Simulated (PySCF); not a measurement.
**Potential energy of BeCl along the bond**

Set-up: PySCF, no relativity, basis sets Be def2-TZVPP, Cl def2-TZVPP. Energies in eV from Be + Cl in their ground configurations at the same level. State: ²Σ⁺ (doublet), unpaired electrons σ ↑.

All columns are PBE0. A positive dipole means Be(−)Cl(+).

```json
{"R (Å)": "1.562", "E (eV)": "-3.353", "μ (D)": "0.32", "Mulliken charge on Be (basis-dependent)": "0.01", "HOMO (eV)": "-5.86", "LUMO (eV)": "-1.70", "Mayer bond order": "1.57", "⟨S²⟩": "0.75"}
{"R (Å)": "1.634", "E (eV)": "-3.828", "μ (D)": "0.01", "Mulliken charge on Be (basis-dependent)": "0.05", "HOMO (eV)": "-5.99", "LUMO (eV)": "-1.80", "Mayer bond order": "1.50", "⟨S²⟩": "0.75"}
{"R (Å)": "1.707", "E (eV)": "-4.090", "μ (D)": "-0.31", "Mulliken charge on Be (basis-dependent)": "0.10", "HOMO (eV)": "-6.13", "LUMO (eV)": "-1.92", "Mayer bond order": "1.43", "⟨S²⟩": "0.75"}
{"R (Å)": "1.762", "E (eV)": "-4.184", "μ (D)": "-0.57", "Mulliken charge on Be (basis-dependent)": "0.13", "HOMO (eV)": "-6.23", "LUMO (eV)": "-2.02", "Mayer bond order": "1.38", "⟨S²⟩": "0.75"}
{"R (Å)": "1.816", "E (eV)": "-4.209", "μ (D)": "-0.83", "Mulliken charge on Be (basis-dependent)": "0.16", "HOMO (eV)": "-6.34", "LUMO (eV)": "-2.13", "Mayer bond order": "1.33", "⟨S²⟩": "0.75"}
{"R (Å)": "1.871", "E (eV)": "-4.182", "μ (D)": "-1.09", "Mulliken charge on Be (basis-dependent)": "0.19", "HOMO (eV)": "-6.45", "LUMO (eV)": "-2.25", "Mayer bond order": "1.29", "⟨S²⟩": "0.75"}
{"R (Å)": "1.943", "E (eV)": "-4.082", "μ (D)": "-1.45", "Mulliken charge on Be (basis-dependent)": "0.23", "HOMO (eV)": "-6.59", "LUMO (eV)": "-2.42", "Mayer bond order": "1.23", "⟨S²⟩": "0.75"}
{"R (Å)": "2.034", "E (eV)": "-3.888", "μ (D)": "-1.91", "Mulliken charge on Be (basis-dependent)": "0.28", "HOMO (eV)": "-6.76", "LUMO (eV)": "-2.64", "Mayer bond order": "1.16", "⟨S²⟩": "0.75"}
{"R (Å)": "2.143", "E (eV)": "-3.591", "μ (D)": "-2.46", "Mulliken charge on Be (basis-dependent)": "0.33", "HOMO (eV)": "-6.97", "LUMO (eV)": "-2.92", "Mayer bond order": "1.09", "⟨S²⟩": "0.75"}
{"R (Å)": "2.288", "E (eV)": "-3.144", "μ (D)": "-3.19", "Mulliken charge on Be (basis-dependent)": "0.38", "HOMO (eV)": "-7.21", "LUMO (eV)": "-3.30", "Mayer bond order": "1.01", "⟨S²⟩": "0.75"}
```

A fit through these points gives, at Re = 1.813 Å, μ = -0.81 D and dμ/dR = -4.80 D/Å; the reduced mass is 7.165 u.

**Question.** How strong is the fundamental in the double-harmonic approximation, I = 42.26·(dμ/dR)²/μred km/mol?

**Answer.** I = 42.26·(-4.80)²/7.165 = 136 km/mol at PBE0.

The state was picked by a PBE0 search and need not be the measured ground state.
